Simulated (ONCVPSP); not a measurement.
# What one change does to a pseudopotential (Ir, ONCV)

Ir, optimised norm-conserving Vanderbilt (ONCV), made with ONCVPSP 4.0.1 (PBE, scalar-relativistic). Core [Kr] 4d10 4f14, reference 5s2 5p6 5d7 6s1 (charge +1). Waves: 5s+6s: rc 1.55 bohr, ncon 3, nbas 7, qcut 8.2 1/bohr, 2 projectors; 5p: rc 1.85 bohr, ncon 4, nbas 7, qcut 8.2 1/bohr, 1 projector; 5d: rc 2.15 bohr, ncon 4, nbas 8, qcut 8.2 1/bohr, 3 projectors, debl 1.7 Ha; f scattering state at 0.29 Ha: rc 1.55 bohr, ncon 4, nbas 8, qcut 6.8 1/bohr, local. Local part: the f channel. Core correction: polynomial model core, fcfact 0.25.

All-electron outer shells of the reference configuration (PBE, scalar-relativistic, ld1.x):

```csv
shell,level (eV),outermost node (bohr),outermost maximum (bohr)
5s,-106.30,0.50,0.89
4f,-70.49,–,0.39
5p,-63.05,0.54,1.01
5d,-15.32,0.59,1.29
6s,-13.57,1.17,2.32
```

Change: s: ncon 5, nbas 9.

Cutoffs: the cutoffs (Ha) at which the residual kinetic energy of the hardest occupied pseudo-wave falls to 1 and 0.1 mHa per electron; they do not see the model core or the augmentation charge, which bear on the density cutoff. Errors are all-electron minus pseudo energies relative to the spin-unpolarised reference configuration.

Problem. What does the change do?

Solution. The potential gets harder (24 Ha and 28 Ha → 27 Ha and 32 Ha); both files keep a bound ghost (p); of the 4 tests that both files solve, the error grows in 1 and shrinks in 0 by more than 15 % and 0.3 meV (median size 12.8 → 12.2 meV).

```csv
quantity,base,changed
"cutoff, loose",24 Ha,27 Ha
"cutoff, tight",28 Ha,32 Ha
loose cutoff by channel,"s 24 Ha, p 14 Ha, d 19 Ha","s 27 Ha, p 14 Ha, d 19 Ha"
bound ghosts,p,p
GHOST(+) flags under 300 eV,none,none
"error for 5s2 5p6 5d7 6s2, meV [ΔE -9.88 eV]",+2.2,+2.6
"error for 5s2 5p6 5d7 6s0, meV [ΔE 17.47 eV]",-8.0,-7.2
"error for 5s2 5p6 5d6 6s0, meV [ΔE 48.01 eV]",-18,-17
"error for 5s2 5p6 5d5 6s0, meV [ΔE 91.59 eV]",-53,-53
s: phases at 1.58 bohr within 0.05 rad from the reference energy up to (Ha; the scan ends near 5),4.6,to the end of the scan
p: phases at 1.88 bohr within 0.05 rad from the reference energy up to (Ha; the scan ends near 5),-0.4,-0.4
d: phases at 2.18 bohr within 0.05 rad from the reference energy up to (Ha; the scan ends near 5),to the end of the scan,to the end of the scan
f: phases at 1.58 bohr within 0.05 rad from the reference energy up to (Ha; the scan ends near 5),to the end of the scan,to the end of the scan
"rms error of d²Exc/dni dnj with the model core, mHa",0.96,0.64
```

 A true bound ghost makes a file unfit for plane-wave use even where its test errors are small: the radial tests pick states by their node count and pass the ghost by.
